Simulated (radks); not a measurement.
The lithium anion Li- inside a hard spherical wall (all orbitals vanish at R), configuration held at [He] 2s2 and not refilled when levels cross. Calculated with a radial shooting solver on a logarithmic mesh with Libxc functionals: scalar-relativistic Kohn-Sham, PBE, spin-unpolarised, spherical densities, point nucleus. Eigenvalues in eV, with the zero of energy where the potential of the charges vanishes at infinity; a dash marks a level that is unbound or too diffuse for the functional's potential to be trusted. A positive occupied level is held by the wall or, in an anion where self-interaction has pushed it up, behind a barrier. The pressure on the wall is -dE/dV.

R (bohr),E (hartree),kinetic (hartree),e(1s),e(2s),"e(2p, empty)","e(3s, empty)",pressure (GPa)
20,-7.48131,7.428,-46.907,0.935,1.863,2.031,0.000842
15,-7.47940,7.435,-46.623,1.117,2.289,3.030,0.00882
7,-7.39712,7.667,-42.498,3.931,6.071,13.807,2.28
3.5,-6.53672,9.430,-29.739,20.154,21.954,67.887,162
3,-5.95878,10.516,-24.907,29.779,29.661,96.663,402
2,-2.48636,16.444,-6.365,83.897,66.348,241.16,4110
1.5,3.48347,25.514,16.227,170.06,118.32,453.67,20200
